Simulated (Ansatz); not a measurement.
Question: Name a neutral molecule of B, C, N, S and H with HOMO–LUMO gap (ωB97M-V/def2-TZVPP) between 11.00 and 11.30 eV and size of the dipole moment (ωB97M-V/def2-TZVPP) between 2.30 and 2.60 D (Ansatz, PBE0-D4/def2-TZVP geometry).

Answer: `CB(N)S` (11.19 eV, 2.49 D). Other molecules can fit too; these were computed, each in one conformer that needn't be the lowest.
